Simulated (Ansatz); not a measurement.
Cost and result up the ladder for the cluster Ge₃F₆ (the lowest singlet isomer of a short search) (9 atoms). The state is a singlet with charge 0. Geometry: PBE-D4/def2-SVP.

| atom | x (Å) | y (Å) | z (Å) |
| --- | --- | --- | --- |
| Ge1 | 0.4389 | 2.1181 | 0.0300 |
| Ge2 | -1.7257 | -0.5805 | -1.2910 |
| Ge3 | 0.5388 | -1.3764 | 1.2945 |
| F4 | 0.3589 | 0.6206 | 1.3305 |
| F5 | 2.2524 | -1.2967 | 0.8683 |
| F6 | -1.1102 | 1.2713 | -0.9234 |
| F7 | -2.3447 | -0.7668 | 0.3785 |
| F8 | -0.0007 | -1.2770 | -0.6647 |
| F9 | 1.5923 | 1.2873 | -1.0228 |

Ansatz on 4 threads of Intel Xeon on a shared host. Times are rough, and most runs start from the orbitals of an earlier one. PBE0-D4/def2-TZVP serves as the yardstick here, not as an exact answer. Differences are given only for rows in sets of like size (and for xTB, whose basis is part of the method), since another set adds its own error. Binding counts from free atoms at the same level (Ge triplet, F doublet; other spins of the atoms weren't run), without zero-point energy or a counterpoise term.

Correlated methods freeze 33 core orbitals; core or outer-core shells of Ge are correlated, in sets that lack core-valence functions. The structure comes from a short search, and lower isomers may exist.

Correlated methods converge slowly with the basis.

| level | functions | binding energy per atom (eV) | difference from PBE0-D4/def2-TZVP (eV) |
| --- | --- | --- | --- |
| r2SCAN-D4/def2-TZVP | 330 | 3.95 | 0.10 |
| HF/def2-TZVP | 330 | 2.59 | -1.26 |
| PBE0-D4/def2-SVP | 180 | 3.88 | – |
| PBE-D4/def2-TZVP (with forces) | 330 | 4.09 | 0.24 |
| MP2/def2-TZVP | 330 | 4.01 | 0.16 |
| PBE0-D4/def2-TZVP | 330 | 3.85 | 0.00 |
| HF/STO-3G | 84 | 2.30 | – |
| PBE-D4/def2-SVP | 180 | 4.16 | – |

(1) Estimate how long each takes.

## Answers

(1) HF/STO-3G 2.8 s; PBE-D4/def2-SVP 7.5 s; PBE0-D4/def2-SVP 12 s; PBE-D4/def2-TZVP (with forces) 17 s; r2SCAN-D4/def2-TZVP 24 s; HF/def2-TZVP 30 s; PBE0-D4/def2-TZVP 31 s; MP2/def2-TZVP 44 s. On shared hardware such times vary by a factor of up to 3.
